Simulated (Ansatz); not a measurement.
`[SiH3]/N=C/Cl` + H₂S → `[SiH3]/N=C\S` + HCl  (substitution at a C–Cl bond)

Gas-phase electronic energies from Ansatz, PBE0-D4/def2-TZVP geometries. CCSD(T)/CBS is the MP2 limit (def2-TZVPP, def2-QZVPP) plus CCSD(T) − MP2 in def2-TZVPP, frozen cores. This one scheme is used for every species. Double bonds are as drawn, so ΔE can hold a change between cis and trans. Functionals use def2-TZVPP. HSE06 is defined as in plane-wave codes. One conformer a species, not always the lowest.

`[SiH3]/N=C/Cl`:

Cartesian coordinates in Å:
```
Si 0.031 1.208 -0.273
N 0.512 -0.463 -0.354
C 0.000 -1.392 0.284
Cl 0.553 -3.042 0.136
H -1.102 1.416 0.674
H 1.206 1.993 0.171
H -0.373 1.625 -1.637
H -0.828 -1.345 0.998
```

H₂S:

Z-matrix (Å, degrees):
```
S
H 1 1.341
H 1 1.341 2 92.3
```

`[SiH3]/N=C\S`:

```xyz
9

Si    0.324   -0.745   -1.075
N     0.477   -0.556    0.631
C     0.056    0.275    1.467
S    -0.947    1.717    1.259
H    -0.288   -2.072   -1.326
H    -0.513    0.291   -1.757
H     1.687   -0.693   -1.656
H     0.302    0.171    2.531
H    -1.098    1.612   -0.073
```

HCl:

Cartesian coordinates in Å:
```
Cl -0.193 -0.271 0.546
H 0.193 0.271 -0.546
```

```json
{"level": "revPBE-D4", "ΔE (kJ/mol)": "-17.4", "difference from CCSD(T)/CBS": "-4.9"}
{"level": "r2SCAN-D4", "ΔE (kJ/mol)": "-14.4", "difference from CCSD(T)/CBS": "-1.9"}
{"level": "r2SCAN0-D4", "ΔE (kJ/mol)": "-12.9", "difference from CCSD(T)/CBS": "-0.4"}
{"level": "HSE06-D4", "ΔE (kJ/mol)": "-14.1", "difference from CCSD(T)/CBS": "-1.6"}
{"level": "PBE-QIDH", "ΔE (kJ/mol)": "-12.3", "difference from CCSD(T)/CBS": "0.2"}
{"level": "r2SCANh", "ΔE (kJ/mol)": "-13.0", "difference from CCSD(T)/CBS": "-0.5"}
{"level": "RPA@PBE/def2-TZVPP", "ΔE (kJ/mol)": "-9.0", "difference from CCSD(T)/CBS": "3.5"}
{"level": "MP2/def2-TZVPP", "ΔE (kJ/mol)": "-12.8", "difference from CCSD(T)/CBS": "-0.3"}
{"level": "SCS-MP2/def2-TZVPP", "ΔE (kJ/mol)": "-9.6", "difference from CCSD(T)/CBS": "2.9"}
{"level": "HF/def2-QZVPP", "ΔE (kJ/mol)": "-0.3", "difference from CCSD(T)/CBS": "12.2"}
{"level": "CCSD(T)/CBS", "ΔE (kJ/mol)": "-12.5", "difference from CCSD(T)/CBS": "0"}
```

(1) What do rigid-rotor, harmonic-oscillator terms from PBE0-D4/def2-TZVP frequencies (298.15 K, 1 bar) make of the CCSD(T)/CBS value? (Best estimate.)

Largest T1 diagnostic among the species: 0.015.

Answers

(1) Ansatz gave: ΔZPE = +1.7 kJ/mol, ΔH = -11.3 kJ/mol, ΔS = -11 J/(mol·K), ΔG = -8.0 kJ/mol.

At CCSD(T), def2-SVP lies +3.1 kJ/mol from the extrapolated value and def2-TZVPP +1.2 kJ/mol. The D4 term adds −5.1 kJ/mol with B3LYP and −2.7 kJ/mol with PBE0; it sums over pairs of atoms, weighted by their polarisabilities, and B3LYP, whose exchange is more repulsive, gets the larger term.

B3LYP here is the variant with VWN-RPA as its local correlation; programs differ in this.
